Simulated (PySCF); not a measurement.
# Successive ionisation energies of tin

Calculated with PySCF 2.14, two-component X2C-1e (Gaussian nucleus, no Breit or QED terms), each ion in its own even-tempered basis; GMP2 freezes the deep shells of the larger ions and drops the highest virtual spinors; eV.

```tsv
ion	configuration	GHF (spin-free)	NIST	kind
Sn²⁶⁺	[Ar] 3d6	1417.8	1421 ± 4	theoretical
Sn²⁷⁺	[Ar] 3d5	1519.2	1508 ± 4	theoretical
Sn²⁸⁺	[Ar] 3d4	1593.9	1596 ± 4	theoretical
Sn²⁹⁺	[Ar] 3d3	1675.3	1676 ± 4	theoretical
Sn³⁰⁺	[Ar] 3d2	1758.3	1763 ± 4	theoretical
Sn³¹⁺	[Ar] 3d1	1837.6	1844 ± 4	theoretical
Sn³²⁺	[Ar]	2092.9	2074 ± 6	semi-empirical
Sn³³⁺	[Ne] 3s2 3p5	2164.3	2142.1 ± 2.1	semi-empirical
Sn³⁴⁺	[Ne] 3s2 3p4	2236.6	2227 ± 3	semi-empirical
Sn³⁵⁺	[Ne] 3s2 3p3	2334.6	2326 ± 9	semi-empirical
Sn³⁶⁺	[Ne] 3s2 3p2	2408.6	2443 ± 5	semi-empirical
Sn³⁷⁺	[Ne] 3s2 3p1	2483.9	2499 ± 11	semi-empirical
```
